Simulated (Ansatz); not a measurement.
Relaxation of H7NO2Si (11 atoms, charge 0, multiplicity 1), to a largest force component of 0.03 eV/Å in at most 50 steps.

Level of theory: RKS PBE/6-31G* (Ansatz).

```xyz
11
Properties=species:S:1:pos:R:3
Si 0.458 -0.485 -0.471
N -0.637 -0.394 2.353
H -1.095 -0.802 3.180
H -0.463 0.598 2.573
H 0.772 -0.726 -1.918
H 0.737 0.935 -0.068
O -1.121 -0.941 -0.266
H -1.303 -0.770 0.714
O 1.549 -1.316 0.513
H 1.620 -2.263 0.273
H 0.306 -0.841 2.280
```

Q: Where does it end, and by what steps?

A: It converged. After 10 steps the energy has fallen by 0.064 eV; H6 moved furthest, 0.50 Å.

```csv
step,energy less start (eV),largest force component (eV/Å),accepted
0,0.0000,0.526,yes
1,-0.0336,0.291,yes
2,-0.0427,0.397,yes
3,-0.0505,0.276,yes
4,-0.0585,0.159,yes
5,-0.0429,1.023,no
6,-0.0621,0.040,yes
7,-0.0631,0.047,yes
8,-0.0635,0.059,yes
9,-0.0637,0.034,yes
10,-0.0638,0.011,yes
```

```xyz
11
Properties=species:S:1:pos:R:3
Si 0.537 -0.489 -0.638
N -0.741 -0.413 2.527
H -1.218 -1.043 3.181
H -0.747 0.519 2.955
H 0.652 -0.967 -2.056
H 0.969 0.944 -0.515
O -1.031 -0.770 -0.191
H -1.145 -0.573 0.796
O 1.662 -1.264 0.364
H 1.642 -2.235 0.256
H 0.243 -0.713 2.483
```

Whether the end is a true minimum wasn't checked by a vibrational analysis.

Time of the run: 31 s on 1 thread of Arm Neoverse V2, on a shared host, peak memory 0.12 GiB.
